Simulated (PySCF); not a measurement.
**Excitation energy of Al by level of theory**

Al [Ne] 3s2 3p1 (2P) → Al [Ne] 3s2 3d1 (2D), as a difference of total energies. All numbers are calculated (PySCF 2.14, the spin-free X2C one-electron Hamiltonian (Gaussian nucleus), in x2c-TZVPPall with one added diffuse shell each of s, p, d type (6s6p4d1f, 51 functions)). Correlated levels: valence: [Ne] frozen. The calculations carry no spin-orbit coupling.

```csv
method,excitation energy (cm⁻¹)
UHF,35763
MP2 (valence),36229
SCS-MP2 (valence),36171
CCSD (valence),34509
CCSD(T) (valence),33649
CCSDT (valence),33126
```

Errors of the correlated levels include the incompleteness of this basis and the frozen core.

The promoted electron is Rydberg-like, and one or two diffuse shells describe it only roughly, which tends to raise the upper state.

The coupled-cluster amplitudes are large for the upper state (T1 above 0.03 or a double amplitude above 0.15), so a single reference is strained.

Task: Which method comes closest to the reference value, and which is furthest?

Result: The reference is 32362 cm⁻¹ (measured; NIST levels, between the centres of gravity of the two terms). Closest: CCSDT (valence) (error 764.91 cm⁻¹); furthest: MP2 (valence) (error 3867.7 cm⁻¹).
